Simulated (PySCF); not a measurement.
Computed shifts of a molecule CH8N2OSi2, PySCF with PBE/pcSseg-1, GIAO, gas phase, atoms alike by connectivity averaged where their shifts nearly agree, in ppm (number of nuclei): ¹⁵N: 37.7 (1), 22.6 (1). ²⁹Si: 14.3 (1), -17.9 (1). ¹³C: 65.5 (1). ¹H: 6.05 (1), 5.96 (1), 3.98 (1), 3.82 (1), 1.52 (1), 1.49 (1), 1.36 (1), 0.12 (1). References: ¹⁵N against NH3 (σ = 267.0 ppm); ²⁹Si against TMS (σ = 335.4 ppm); ¹⁷O against H2O (σ = 334.3 ppm); ¹³C against TMS (σ = 182.0 ppm); ¹H against TMS (σ = 31.49 ppm), references at their B3LYP-D3(BJ)/def2-TZVP geometries, non-relativistic. Coordinates come from a B3LYP-D3(BJ)/def2-SVP optimisation. One conformer was computed; it need not be the lowest.

Which structure fits?
A. N[Si@]1(O)CN[SiH2]1
B. C[Si@]1(N)N[SiH2]O1
C. NC[Si@H]1N[SiH2]O1
D. N[SiH2]/C=N\[SiH2]O

A, N[Si@]1(O)CN[SiH2]1
